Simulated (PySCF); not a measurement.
A structure optimised at PBE0-D3(BJ)/def2-SVP, used in a PySCF frequency run:

```xyz
16

C      2.9614     0.9387     0.0107
Si     1.7713     0.0192     1.1483
Si    -0.0449    -0.8204    -0.0788
N     -1.0327    -1.8178     0.9504
Si    -1.3685     0.9812    -0.7709
F     -2.7149     0.4289    -1.5217
H      3.3340     0.2719    -0.7816
H      3.8261     1.3223     0.5730
H      2.4613     1.7931    -0.4709
H      2.4706    -1.1213     1.8262
H      1.2623     0.9323     2.2212
H      0.5129    -1.4738    -1.3197
H     -1.9383    -2.1214     0.6069
H     -0.5926    -2.5599     1.4843
H     -1.8152     1.8063     0.3914
H     -0.6359     1.8626    -1.7316
```
Charge 0, spin multiplicity 1.

Write its SMILES and formula.

C[SiH2][Si@@H](N)[SiH2]F, CH₁₀FNSi₃

What are its rotational constants (standard atomic weights)?

2.5531, 0.93535, 0.74310 GHz
